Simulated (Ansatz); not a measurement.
A structure relaxed at PBE0-D4/def2-TZVP, charge 0, multiplicity 1:

```json
{"atom": "N1", "x (Å)": "-0.3433", "y (Å)": "-0.7792", "z (Å)": "0.0909"}
{"atom": "B2", "x (Å)": "0.3038", "y (Å)": "0.6896", "z (Å)": "-0.0805"}
{"atom": "Cl3", "x (Å)": "1.2054", "y (Å)": "0.9972", "z (Å)": "1.4787"}
{"atom": "Cl4", "x (Å)": "-1.1178", "y (Å)": "1.8094", "z (Å)": "-0.3322"}
{"atom": "Cl5", "x (Å)": "1.3961", "y (Å)": "0.5608", "z (Å)": "-1.5395"}
{"atom": "H6", "x (Å)": "0.3938", "y (Å)": "-1.4655", "z (Å)": "0.2364"}
{"atom": "H7", "x (Å)": "-0.8674", "y (Å)": "-1.0244", "z (Å)": "-0.7461"}
{"atom": "H8", "x (Å)": "-0.9705", "y (Å)": "-0.7878", "z (Å)": "0.8922"}
```

Q: Give its formula and SMILES.

A: BCl3H3N, `[NH3+][B-](Cl)(Cl)Cl`.

Q: Point group (tolerance 0.08 Å, 0.16 Å for H)?

A: C3v.

Q: Summarise the bond lengths by kind.

A: 1 × B–N 1.614 Å; 3 × H–N 1.018 Å; 3 × B–Cl 1.827 Å.

Program: Ansatz 0.2.0.
